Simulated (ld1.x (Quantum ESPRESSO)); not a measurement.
**Pm (Z = 61): ultrasoft pseudisation with PBE, fully relativistic reference atom.**

The input file (ld1.x (Quantum ESPRESSO) 7.5):

```
&input
   title='Pm', zed=61., rel=2, dft='PBE', iswitch=3,
   config='[Xe] 4f4 5d1 6s0 6p0', rel_dist='average',
   nld=5, rlderiv=4.05, eminld=-6.0, emaxld=5.0, deld=0.02
 /
 &inputp
   pseudotype=3, tm=.true., lloc=-2, rcloc=3.60,
   nlcc=.true., new_core_ps=.true., rcore=2.00,
   which_augfun='PSQ', rmatch_augfun_nc=.true.,
   file_pseudopw='Pm.UPF', file_wfcaegen='ae.wfc', file_wfcncgen='nc.wfc', file_beta='beta', file_chi='chi', file_wfcusgen='us.wfc'
 /
6
5S  1  0   2.00   0.00  2.00  2.70  0.0
6S  2  0   0.00   0.00  2.00  2.70  0.0
5P  2  1   6.00   0.00  2.30  3.20  0.0
6P  3  1   0.00   0.00  2.30  3.20  0.0
5D  3  2   1.00   0.00  2.95  3.75  0.0
5D  3  2   0.00   1.05  2.95  3.75  0.0
 &test
   configts(1)='5s2 5p6 5d1 6s0 6p0'
 /
```

Command:

```bash
ld1.x < Pm.in > Pm.out
```

Output (shortened: banner, matrices, multipoles, cross overlaps and the repeated all-electron block are left out):

```
Program LD1 v.7.5
     --------------------------- All-electron run ----------------------------

     Pm
     dirac relativistic calculation

     atomic number is 61.00
     dft =PBE   lsd =0 sic =0 latt =0  beta=0.20 tr2=1.0E-14
     Exchange-correlation= PBE
                           (   1   4   3   4   0   0   0)
     mesh =1259 r(mesh) = 100.89962 a.u. xmin = -7.00 dx = 0.01250
     1 Ry =  13.60569312 eV, c = 137.03599908

     n l j   nl                  e(Ry)          e(Ha)          e(eV)
     Spin orbit split results
     1 0 0.5 1S 1( 2.00)     -3307.4880     -1653.7440    -45000.6674
     2 0 0.5 2S 1( 2.00)      -538.7345      -269.3672     -7329.8559
     2 1 0.5 2P 1( 2.00)      -510.2020      -255.1010     -6941.6517
     2 1 1.5 2P 1( 4.00)      -469.0277      -234.5138     -6381.4464
     3 0 0.5 3S 1( 2.00)      -118.6875       -59.3438     -1614.8258
     3 1 0.5 3P 1( 2.00)      -106.4646       -53.2323     -1448.5250
     3 1 1.5 3P 1( 4.00)       -98.1865       -49.0933     -1335.8957
     4 0 0.5 4S 1( 2.00)       -24.7890       -12.3945      -337.2719
     4 1 0.5 4P 1( 2.00)       -20.1350       -10.0675      -273.9512
     4 1 1.5 4P 1( 4.00)       -18.3193        -9.1597      -249.2469
     3 2 1.5 3D 1( 4.00)       -76.9593       -38.4797     -1047.0847
     3 2 2.5 3D 1( 6.00)       -75.1660       -37.5830     -1022.6862
     5 0 0.5 5S 1( 2.00)        -4.2956        -2.1478       -58.4446
     5 1 0.5 5P 1( 2.00)        -3.0165        -1.5083       -41.0416
     5 1 1.5 5P 1( 4.00)        -2.7572        -1.3786       -37.5138
     4 2 1.5 4D 1( 4.00)       -10.6627        -5.3313      -145.0729
     4 2 2.5 4D 1( 6.00)       -10.3382        -5.1691      -140.6589
     4 3 2.5 4F 1( 1.71)        -1.5482        -0.7741       -21.0641
     4 3 3.5 4F 1( 2.29)        -1.5097        -0.7548       -20.5400
     5 2 1.5 5D 1( 0.40)        -1.1230        -0.5615       -15.2789
     5 2 2.5 5D 1( 0.60)        -1.1001        -0.5501       -14.9676
     6 0 0.5 6S 1( 0.00)        -1.0592        -0.5296       -14.4105
     6 1 0.5 6P 1( 0.00)        -0.7910        -0.3955       -10.7623
     6 1 1.5 6P 1( 0.00)        -0.7555        -0.3777       -10.2790
     Averaged results
     1 0     1S 1( 2.00)     -3307.4880     -1653.7440    -45000.6674
     2 0     2S 1( 2.00)      -538.7345      -269.3672     -7329.8559
     2 1     2P 1( 6.00)      -482.7524      -241.3762     -6568.1815
     3 0     3S 1( 2.00)      -118.6875       -59.3438     -1614.8258
     3 1     3P 1( 6.00)      -100.9459       -50.4729     -1373.4388
     4 0     4S 1( 2.00)       -24.7890       -12.3945      -337.2719
     4 1     4P 1( 6.00)       -18.9246        -9.4623      -257.4816
     3 2     3D 1(10.00)       -75.8834       -37.9417     -1032.4456
     5 0     5S 1( 2.00)        -4.2956        -2.1478       -58.4446
     5 1     5P 1( 6.00)        -2.8436        -1.4218       -38.6897
     4 2     4D 1(10.00)       -10.4680        -5.2340      -142.4245
     4 3     4F 1( 4.00)        -1.5262        -0.7631       -20.7646
     5 2     5D 1( 1.00)        -1.1093        -0.5546       -15.0921
     6 0     6S 1( 0.00)        -1.0592        -0.5296       -14.4105
     6 1     6P 1( 0.00)        -0.7673        -0.3837       -10.4401

     final scf error:  6.8E-15 reached in  31 iterations

     Etot =  -20052.765248 Ry,  -10026.382624 Ha, -272831.770226 eV

     Ekin =   21686.475867 Ry,   10843.237934 Ha,  295059.535566 eV
     Encl =  -48982.814822 Ry,  -24491.407411 Ha, -666445.146774 eV
     Eh   =    7701.664760 Ry,    3850.832380 Ha,  104786.487267 eV
     Exc  =    -458.091053 Ry,    -229.045526 Ha,   -6232.646286 eV

     normalization and overlap integrals

     s(1S/1S) =  1.000000  <r> =   0.0232  <r2> =    0.0007  r(max) =   0.0148
     s(2S/2S) =  1.000000  <r> =   0.0985  <r2> =    0.0115  r(max) =   0.0843
     s(2P/2P) =  1.000000  <r> =   0.0824  <r2> =    0.0084  r(max) =   0.0640
     s(2P/2P) =  1.000000  <r> =   0.0890  <r2> =    0.0096  r(max) =   0.0690
     s(3S/3S) =  1.000000  <r> =   0.2601  <r2> =    0.0775  r(max) =   0.2379
     s(3P/3P) =  1.000000  <r> =   0.2498  <r2> =    0.0726  r(max) =   0.2263
     s(3P/3P) =  1.000000  <r> =   0.2624  <r2> =    0.0798  r(max) =   0.2379
     s(4S/4S) =  1.000000  <r> =   0.5919  <r2> =    0.3955  r(max) =   0.5497
     s(4P/4P) =  1.000000  <r> =   0.6069  <r2> =    0.4190  r(max) =   0.5566
     s(4P/4P) =  1.000000  <r> =   0.6351  <r2> =    0.4587  r(max) =   0.5852
     s(3D/3D) =  1.000000  <r> =   0.2339  <r2> =    0.0645  r(max) =   0.1900
     s(3D/3D) =  1.000000  <r> =   0.2379  <r2> =    0.0665  r(max) =   0.1924
     s(5S/5S) =  1.000000  <r> =   1.4158  <r2> =    2.2515  r(max) =   1.2701
     s(5P/5P) =  1.000000  <r> =   1.5818  <r2> =    2.8313  r(max) =   1.3863
     s(5P/5P) =  1.000000  <r> =   1.6660  <r2> =    3.1406  r(max) =   1.4574
     s(4D/4D) =  1.000000  <r> =   0.6790  <r2> =    0.5349  r(max) =   0.6000
     s(4D/4D) =  1.000000  <r> =   0.6890  <r2> =    0.5506  r(max) =   0.6075
     s(4F/4F) =  1.000000  <r> =   0.9460  <r2> =    1.1660  r(max) =   0.6229
     s(4F/4F) =  1.000000  <r> =   0.9572  <r2> =    1.1959  r(max) =   0.6307
     s(5D/5D) =  1.000000  <r> =   2.4155  <r2> =    6.7834  r(max) =   1.9428
     s(5D/5D) =  1.000000  <r> =   2.4579  <r2> =    7.0213  r(max) =   1.9920
     s(6S/6S) =  1.000000  <r> =   3.5382  <r2> =   13.9654  r(max) =   3.2031
     s(6P/6P) =  1.000000  <r> =   4.1646  <r2> =   19.3612  r(max) =   3.7683
     s(6P/6P) =  1.000000  <r> =   4.3303  <r2> =   20.9169  r(max) =   3.9615

     ------------------------ End of All-electron run ------------------------

     --------------------- Generating US pseudopotential ---------------------

      Generating local potential from pseudized AE potential:
      Matching radius rcloc =   3.6000
      Enforcing V''(0)=0 (lloc=-2)

      Local pseudo, rcloc= 3.630 Estimated cut-off energy=     2.26 Ry

      Computing core charge for nlcc:

       r > 2.02 : true rho core
      Core charge pseudized with two Bessel functions
      Integrated core pseudo-charge :   2.14

     Fully relativistic calculation: |psi|^2

     Wfc 5S LC norm =  0.99975936 SC norm =  0.00024064 missing  0.00000000

     Wfc 6S LC norm =  0.99995677 SC norm =  0.00004204 missing  0.00000119

     Wfc 5P LC norm =  0.99980740 SC norm =  0.00019260 missing  0.00000000

     Wfc 5P LC norm =  0.99982539 SC norm =  0.00017460 missing  0.00000001

     Wfc 6P LC norm =  0.99996803 SC norm =  0.00003170 missing  0.00000027

     Wfc 6P LC norm =  0.99996993 SC norm =  0.00002747 missing  0.00000260

     Wfc 5D LC norm =  0.99991719 SC norm =  0.00008277 missing  0.00000004

     Wfc 5D LC norm =  0.99992002 SC norm =  0.00007933 missing  0.00000065
      Wfc-us  5S rcutus= 2.689  Estimated cut-off energy=     8.00 Ry
      Wfc-us  6S rcutus= 2.689  Estimated cut-off energy=    16.42 Ry
      Wfc-us  5P rcutus= 3.203  Estimated cut-off energy=     8.76 Ry
      Wfc-us  5P rcutus= 3.203  Estimated cut-off energy=     8.67 Ry
      Wfc-us  6P rcutus= 3.203  Estimated cut-off energy=     6.88 Ry
      Wfc-us  6P rcutus= 3.203  Estimated cut-off energy=     6.74 Ry
      Wfc-us  5D rcutus= 3.721  Estimated cut-off energy=     8.66 Ry
      Wfc-us  5D rcutus= 3.721  Estimated cut-off energy=     8.64 Ry
      Wfc-us  5D rcutus= 3.721  Estimated cut-off energy=     8.99 Ry
      Wfc-us  5D rcutus= 3.721  Estimated cut-off energy=     8.91 Ry

     Q pseudized with Bessel functions
     Expected ecutrho=      67.7442 due to l1=  1   l2=  2

     ------------------- End of pseudopotential generation -------------------

     Computing logarithmic derivative in   4.03657
     Computing logarithmic derivative in   4.03657
     Computing the partial wave expansion
     R is outside the sphere for l=    0 j= 0.50
     R is outside the sphere for l=    0 j= 0.50
     R is outside the sphere for l=    1 j= 0.50
     R is outside the sphere for l=    1 j= 0.50
     R is outside the sphere for l=    1 j= 1.50
     R is outside the sphere for l=    1 j= 1.50
     R is outside the sphere for l=    2 j= 1.50
     R is outside the sphere for l=    2 j= 1.50
     R is outside the sphere for l=    2 j= 2.50
     R is outside the sphere for l=    2 j= 2.50

     ---------------------- Testing the pseudopotential ----------------------

     Pm
     dirac relativistic calculation

     atomic number is 61.00   valence charge is 11.00
     dft =PBE   lsd =0 sic =0 latt =0  beta=0.20 tr2=1.0E-14
     mesh =1259 r(mesh) = 100.89962 xmin = -7.00 dx = 0.01250

     n l  j  nl             e AE (Ry)       e PS (Ry)    De AE-PS (Ry)
     1 0 0.5 5S   1( 2.00)       -4.29560       -4.29560       -0.00000
     2 1 0.5 5P   1( 2.00)       -3.01650       -3.01650       -0.00000
     2 1 1.5 5P   1( 4.00)       -2.75721       -2.75721       -0.00000
     3 2 1.5 5D   1( 0.40)       -1.12298       -1.12298        0.00000
     3 2 2.5 5D   1( 0.60)       -1.10010       -1.10010        0.00000
     2 0 0.5 6S   1( 0.00)       -1.05915       -1.05915        0.00000
     3 1 0.5 6P   1( 0.00)       -0.79101       -0.79101       -0.00000
     3 1 1.5 6P   1( 0.00)       -0.75549       -0.75549        0.00000

     eps = 2.6E-17  iter =  3

     Etot =  -20052.765248 Ry,  -10026.382624 Ha, -272831.770226 eV
     Etotps =   -70.519484 Ry,     -35.259742 Ha,    -959.466463 eV

     Ekin =       8.547425 Ry,       4.273713 Ha,     116.293646 eV
     Encl =     -96.956560 Ry,     -48.478280 Ha,   -1319.161198 eV
     Ehrt =      43.930164 Ry,      21.965082 Ha,     597.700331 eV
     Ecxc =     -11.190325 Ry,      -5.595162 Ha,    -152.252121 eV
     (Ecc =      -1.666358 Ry,      -0.833179 Ha,     -22.671960 eV)
     Epseu=     -14.850189 Ry,      -7.425095 Ha,    -202.047119 eV

     ---------------------- End of pseudopotential test ----------------------
```

Generation and configuration tests took about 4.2 s on one core of a shared server CPU.
